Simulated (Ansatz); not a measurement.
Isolated molecules relaxed with PBE0-D4/def2-TZVP in Ansatz; ΔE leaves out vibrations. CCSD(T)/CBS adds triple-zeta CCSD(T) − MP2 to the extrapolated MP2 energy (def2 sets, frozen cores). This one scheme is used for every species. DFT in def2-TZVPP. B3LYP here is the variant with VWN-RPA as its local correlation; programs differ in this. One conformer a species, not always the lowest.

Consider the ligand exchange at the Si–O bond: `FBO[SiH3]` + `C[SiH2]BO` → `C[SiH2]BO[SiH3]` + `OBF`.

| level | ΔE (kJ/mol) | difference from CCSD(T)/CBS |
| --- | --- | --- |
| PBE-D4 | 4.7 | -0.3 |
| PBE0-D4 | 5.0 | 0.0 |
| ωB97X-V | 6.2 | 1.2 |
| B2PLYP | 5.6 | 0.6 |
| r2SCAN | 6.6 | 1.6 |
| B3LYP | 6.0 | 1.0 |
| HF/def2-TZVPP | 6.0 | 1.0 |
| SCS-MP2/def2-TZVPP | 5.3 | 0.3 |
| CCSD/def2-TZVPP | 5.4 | 0.4 |
| CCSD(T)/def2-TZVPP | 5.0 | 0.0 |
| HF/def2-QZVPP | 6.1 | 1.1 |
| MP2/def2-QZVPP | 5.1 | 0.1 |
| SCS-MP2/def2-QZVPP | 5.4 | 0.4 |
| HF/CBS(def2) | 6.1 | 1.1 |
| MP2/CBS(def2) | 5.1 | 0.1 |
| CCSD/CBS(def2) | 5.4 | 0.4 |
| CCSD(T)/CBS | 5.0 | 0 |

Largest T1 diagnostic among the species: 0.013.
